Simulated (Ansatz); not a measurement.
Ligand-field states of MnN3F3H9⁻ (relaxed from a model of mer-[MnF3(NH3)3]-, whose bonding it doesn't keep) at its B3LYP-D4/def2-SVPD geometry (relaxed as a sextet).

Cartesian coordinates in Å:
```
Mn -0.616 0.017 0.391
F -0.368 1.515 -0.923
F 0.305 -1.700 -0.126
F -1.788 0.155 2.044
N 2.193 0.172 -1.376
H 1.737 -0.714 -1.123
H 2.636 0.049 -2.283
H 1.409 0.827 -1.493
N 1.361 0.634 1.463
H 1.637 -0.063 2.148
H 1.345 1.551 1.900
H 2.029 0.629 0.685
N -2.748 -0.706 -0.349
H -2.816 -1.690 -0.588
H -3.288 -0.139 -0.994
H -3.029 -0.538 0.622
```

CASSCF(5,5) on the Mn 3d shell in def2-SVP, averaged with equal weights over 1 sextet and 12 quartets and 9 doublets, then SC-NEVPT2; Ansatz, no spin–orbit coupling. The space holds no ligand orbitals and no second d shell, so covalent complexes are described poorly.

Problem. Estimate the states' energies above the lowest.

Solution. 
```csv
state,CASSCF (cm⁻¹),NEVPT2 (cm⁻¹)
sextet 1,0,0
quartet 1,27048,23714
quartet 2,27189,23905
quartet 3,29707,26990
quartet 4,29885,27181
quartet 5,30883,28434
quartet 6,30916,28483
quartet 7,31031,28593
quartet 8,31059,28600
quartet 9,31087,28663
quartet 10,35926,32004
quartet 11,36165,31858
quartet 12,36341,32059
doublet 1,38819,34622
doublet 2,39389,35313
doublet 3,41154,37675
doublet 4,41307,37983
doublet 5,41373,38050
doublet 6,41388,37980
doublet 7,41812,38442
doublet 8,42077,38765
doublet 9,43623,40806
```
The lowest NEVPT2 state is a sextet. Run time 40 s (4 threads of Intel Xeon Platinum 8488C on a shared host), peak host memory 1.1 GiB.
